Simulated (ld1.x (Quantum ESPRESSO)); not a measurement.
As (Z = 33): excitation energies, all-electron against TM

As (Z = 33), norm-conserving Troullier–Martins (Kleinman–Bylander form), made with ld1.x (Quantum ESPRESSO) 7.5 (LDA (PZ), scalar-relativistic). Core [Ar], reference 3d10 4s2 4p1 (charge +2). Waves: 4s (bound): rc 1.65 bohr; 4p (bound): rc 1.30 bohr; 3d (bound): rc 1.10 bohr. Local part: the d channel. Core correction: none.

Energies are relative to the spin-unpolarised reference configuration 3d10 4s2 4p1; without spin polarisation the order of configurations can differ from experiment. Spin-polarised rows fill each open shell by Hund’s rule, majority spin first.

Problem. Give the all-electron excitation energy and the error of the potential for: 3d10 4s2 4p3; 3d10 4s2 4p2; 3d10 4s2 4p0; 3d10 4s1 4p4; 3d10 4s2 4p2.5; 3d10 4s1 4p0; 3d10 4s0 4p5; 3d10 4s2 4p1 (spin-polarised); 3d10 4s2 4p3 (spin-polarised).

Solution.

```json
{"valence configuration": "3d10 4s2 4p3", "charge": "0", "ΔE all-electron (eV)": "-27.488", "error AE − PS (meV)": "+13"}
{"valence configuration": "3d10 4s2 4p2", "charge": "+1", "ΔE all-electron (eV)": "-18.162", "error AE − PS (meV)": "+6.0"}
{"valence configuration": "3d10 4s2 4p0", "charge": "+3", "ΔE all-electron (eV)": "28.040", "error AE − PS (meV)": "+4.2"}
{"valence configuration": "3d10 4s1 4p4", "charge": "0", "ΔE all-electron (eV)": "-18.005", "error AE − PS (meV)": "+6.6"}
{"valence configuration": "3d10 4s2 4p2.5", "charge": "+0.5", "ΔE all-electron (eV)": "-23.851", "error AE − PS (meV)": "+9.5"}
{"valence configuration": "3d10 4s1 4p0", "charge": "+4", "ΔE all-electron (eV)": "79.154", "error AE − PS (meV)": "+42"}
{"valence configuration": "3d10 4s0 4p5", "charge": "0", "ΔE all-electron (eV)": "-8.282", "error AE − PS (meV)": "+4.9"}
{"valence configuration": "3d10 4s2 4p1 (spin-polarised)", "charge": "+2", "ΔE all-electron (eV)": "-0.226", "error AE − PS (meV)": "+4.1"}
{"valence configuration": "3d10 4s2 4p3 (spin-polarised)", "charge": "0", "ΔE all-electron (eV)": "-28.812", "error AE − PS (meV)": "+29"}
```

Note: ghost states, extra bound levels that the all-electron valence spectrum of the same l lacks: s at -470.0 eV, p at -126.9 eV. A true bound ghost makes a file unfit for plane-wave use.
